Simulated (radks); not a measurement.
Question: Hf III, 70 electrons, occupied as [Xe] 4f14 5d2 (the NIST ground configuration). Method: scalar-relativistic Kohn-Sham, PBEsol, spin-polarised, spherical densities, point nucleus; open shells are filled with parallel spins first (spin-orbit coupling, left out, can overturn this in heavy ions); computed with a radial shooting solver on a logarithmic mesh with Libxc functionals. Some entries of the table are withheld. Estimate them.

orbital  occ.  eigenvalue (eV)  <r> (bohr)
1s down     1        -65278.84     0.01899
1s up       1        -65278.83     0.01899
2s up       1        -11176.65     0.08039
2s down     1        -11176.58     0.08039
2p up       3        -9816.250     0.07174
2p down     3        -9816.199     0.07174
3s up       1        -2557.970      0.2087
3s down     1        -2557.964      0.2087
3p up       3        -2151.643      0.2086
3p down     3        -2151.634      0.2086
3d up       5        -1670.698      0.1890
3d down     5        -1670.665      0.1890
4s up       1        -527.0296      0.4683
4s down     1        -526.9943      0.4683
4p up       3        -393.7245      0.4978
4p down     3        -393.6921      0.4978
4d up       5        -221.5389      0.5353
4d down     5        -221.4944      0.5352
5s up       1         -82.3947       1.137
5s down     1         -81.6594       1.132
5p up       3         -51.0859         (1)
5p down     3         -50.0119         (2)
4f up       7         -31.9465      0.6790
4f down     7         -31.7624      0.6738
5d up       2              (3)         (4)
5d down     0              (5)         (6)

Answer: 
(1) 5p up <r> (bohr): 1.343
(2) 5p down <r> (bohr): 1.332
(3) 5d up eigenvalue (eV): -17.3541
(4) 5d up <r> (bohr): 2.097
(5) 5d down eigenvalue (eV): -15.7426
(6) 5d down <r> (bohr): 2.093
